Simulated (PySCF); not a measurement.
Compound: C6H9BN2O.
Geometry (PBE0-D3(BJ)/def2-SVP, Å), atoms numbered from 1 in this order:
```xyz
19
C6H9BN2O angstrom
C      3.381    0.031    0.713
C      3.225    0.155   -0.638
O      1.925    0.155   -0.964
C      1.190    0.025    0.180
B     -0.355   -0.002    0.045
N     -1.077    0.096   -1.172
C     -2.493    0.222   -0.892
C     -2.623   -0.320    0.542
N     -1.299   -0.124    1.103
C      2.060   -0.053    1.241
H      4.322    0.001    1.258
H      3.931    0.251   -1.459
H     -0.711    0.410   -2.058
H     -2.826    1.279   -0.934
H     -3.124   -0.345   -1.596
H     -3.411    0.211    1.103
H     -2.904   -1.392    0.521
H     -1.113   -0.476    2.030
H      1.779   -0.155    2.288
```

All values: PBE0/pcSseg-1 (PySCF, non-relativistic), on one gas-phase PBE0-D3(BJ)/def2-SVP geometry that isn't relaxed in the solvent. The solvent is an IEF-PCM continuum (Bondi radii, 1.10 Å for H, scaled by 1.2). Only the electrostatic response of the medium enters.

```json
{"run": "gas", "E − E(gas) (kcal/mol)": "0.00", "HOMO (eV)": "-6.13", "HOMO–LUMO gap (eV)": "6.00", "dipole (D)": "0.79"}
{"run": "P", "E − E(gas) (kcal/mol)": "-5.78", "HOMO (eV)": "-6.15", "HOMO–LUMO gap (eV)": "5.83", "dipole (D)": "0.97"}
{"run": "Q", "E − E(gas) (kcal/mol)": "-6.00", "HOMO (eV)": "-6.15", "HOMO–LUMO gap (eV)": "5.83", "dipole (D)": "0.98"}
```

Question: The runs were made in acetone and acetonitrile. Which run belongs to which solvent?

Answer: P = acetone, Q = acetonitrile. The dielectric constants are 20.49 (acetone), 35.69 (acetonitrile), and the energy falls further as ε rises. In this model the ground state sees the solvent through ε alone.

Question: How constant is the ratio of the lowering to (ε − 1)/(2ε + 1)?

Answer: 
```
     solvent  (ε − 1)/(2ε + 1)  E − E(gas) (kcal/mol)  ratio (kcal/mol)  polarisation term (kcal/mol)
     acetone             0.464                  -5.78             -12.4                         -6.42
acetonitrile             0.479                  -6.00             -12.5                         -6.70
```

The ratio changes by +0.6 % in size from acetone to acetonitrile. The polarisation term is half the interaction of the solute with the induced surface charges.

Hardware: Arm Neoverse N1, one thread, shared host. Cost: 77 s of wall time, 1.1 GiB resident at most. This is the whole shielding run at PBE0/pcSseg-1 in acetonitrile, SCF included.
